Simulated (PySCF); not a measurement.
Precursor series Hf H-SH. Gas-phase values, no solvent. One relaxed conformer stands for each flexible species; it need not be the lowest.

All values below come from PySCF with PBE-D3(BJ)/def2-TZVP // BP86-D3(BJ)/def2-SVP. All candidates: neutral, multiplicity 1. 

The HOMO–LUMO gap is 3.86 eV and the LUMO is -3.01 eV. The HOMO is -6.87 eV.

Task: Name which member has these values.
(A) [Hf(H)4]
(B) [Hf(H)2(SH)2]
(C) [Hf(SH)4]

Result: B, [Hf(H)2(SH)2]. The others give [Hf(SH)4]: 3.73 eV, -2.96 eV, -6.69 eV; [Hf(H)4]: 4.03 eV, -3.09 eV, -7.12 eV
